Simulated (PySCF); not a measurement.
One of the candidates below gave these computed data.

All candidates are CH12OSi4.

* Dipole: 0.67 D [CAM-B3LYP/def2-SVPD]
* NMR, other nuclei: isotropic shieldings of nuclei other than C and H, by class: 342 (1 O), 393 (1 Si), 415 (3 Si) ppm [GIAO PBE0/pcSseg-1]
* Polarisability: 121.0 au [CAM-B3LYP/def2-SVPD]
* UV, strongest line: among the 8 lowest singlet transitions: S7 at 7.52 eV (165 nm, f = 0.040) [TDDFT CAM-B3LYP/def2-SVPD]
* 1H NMR: chemical shifts (computed TMS as zero) by class: 5.07 (3 H), 4.20 (9 H) ppm [GIAO PBE0/pcSseg-1]
* 13C NMR: chemical shifts (computed TMS as zero) by class: 50.4 (1 C) ppm [GIAO PBE0/pcSseg-1]
* UV, first state: lowest singlet excitation: 6.28 eV (197 nm, f = 0.010) [TDDFT CAM-B3LYP/def2-SVPD]
* Rotational structure: rotational constants A, B, C: 1.505, 1.062, 1.046 GHz [GFN2-xTB]

Gas-phase values; electronic properties from PySCF, density fitting. Levels stand in brackets. Isolated species at its GFN2-xTB geometry, gas phase. NMR classes are plain means over equivalent atoms (diastereotopic ones count apart unless rotation or inversion swaps them), as if these changed places fast.

Question: Which candidate is it?
A. `CO[SiH2][SiH2][SiH2][SiH3]`
B. `C[Si@@H]([SiH3])[SiH2]O[SiH3]`
C. `[SiH3]OC([SiH3])([SiH3])[SiH3]`
D. `[SiH3]O[C@@H]([SiH3])[SiH2][SiH3]`
E. `O[SiH2][SiH2]C[SiH2][SiH3]`

Answer: C. It is `[SiH3]OC([SiH3])([SiH3])[SiH3]`. Numbering: `[SiH3:1][O:2][C:3]([SiH3:4])([SiH3:5])[SiH3:6]`. Its formula, CH12OSi4, gives 0 degrees of unsaturation, so no ring and no π bond. The one carbon: sp3 carbon bound to oxygen [C3] (50.4 ppm). Hydrogen classes from least to most shielded: 3 H on an oxygen-bound silicon, Si1 (5.07 ppm), 9 H on 3 SiH3 silicons, Si4/Si5/Si6 (4.20 ppm, a mean of values up to 0.5 ppm apart in this geometry). The other shieldings belong to: 342 ppm, silyl ether oxygen [O2]; 393 ppm, oxygen-bound silicon [Si1]; 415 ppm, SiH3 silicon [Si4/Si5/Si6]. The optimised geometry has point group Cs and is an asymmetric top.

The others, at the same levels:
- `O[SiH2][SiH2]C[SiH2][SiH3]` fails: its computed 13C shifts are -13.5 (1 C) ppm, 1H shifts are 5.50 (2 H), 4.14 (2 H), 3.96 (2 H), 3.49 (3 H), 0.13 (2 H), 0.04 (1 H) ppm and strongest line among the 8 lowest singlet transitions is S4 at 7.28 eV (170 nm, f = 0.039) (against S7 at 7.52 eV).
- `CO[SiH2][SiH2][SiH2][SiH3]` fails: its computed 13C shifts are 56.1 (1 C) ppm, 1H shifts are 5.24 (2 H), 3.64 (3 H), 3.52 (2 H), 3.49 (3 H), 3.48 (2 H) ppm and rotational constant A is 1.584 GHz (against 1.505 GHz).
- `[SiH3]O[C@@H]([SiH3])[SiH2][SiH3]` fails: its computed 1H shifts are 4.90 (3 H), 4.31 (1 H), 4.08 (1 H), 4.01 (3 H), 3.96 (1 H), 3.57 (3 H) ppm, static isotropic polarisability is 124.4 au (against 121.0 au) and rotational constant A is 1.568 GHz (against 1.505 GHz).
- `C[Si@@H]([SiH3])[SiH2]O[SiH3]` fails: its computed 13C shifts are -10.5 (1 C) ppm, 1H shifts are 5.78 (1 H), 5.63 (1 H), 5.06 (3 H), 4.21 (1 H), 3.65 (3 H), 0.06 (3 H) ppm and lowest singlet excitation is 5.95 eV (208 nm, f = 0.082) (against 6.28 eV).

Each candidate is one conformer, not necessarily the lowest. Dipoles, sizes and rotational constants follow the conformer. The torsions of the flexible species, by atom-mapped SMILES:
- `[SiH3:1][O:2][C:3]([SiH3:4])([SiH3:5])[SiH3:6]`: Si1–O2–C3–Si4 62°
- `[OH:1][SiH2:2][SiH2:3][CH2:4][SiH2:5][SiH3:6]`: O1–Si2–Si3–C4 -71°, Si2–Si3–C4–Si5 55°, Si3–C4–Si5–Si6 56°, H–O1–Si2–Si3 62°
- `[CH3:1][O:2][SiH2:3][SiH2:4][SiH2:5][SiH3:6]`: C1–O2–Si3–Si4 180°, O2–Si3–Si4–Si5 2°, Si3–Si4–Si5–Si6 -41°
- `[SiH3:1][O:2][C@@H:3]([SiH3:4])[SiH2:5][SiH3:6]`: Si1–O2–C3–Si4 100°, O2–C3–Si5–Si6 -47°
- `[CH3:1][Si@@H:2]([SiH3:3])[SiH2:4][O:5][SiH3:6]`: C1–Si2–Si4–O5 -174°, Si2–Si4–O5–Si6 35°
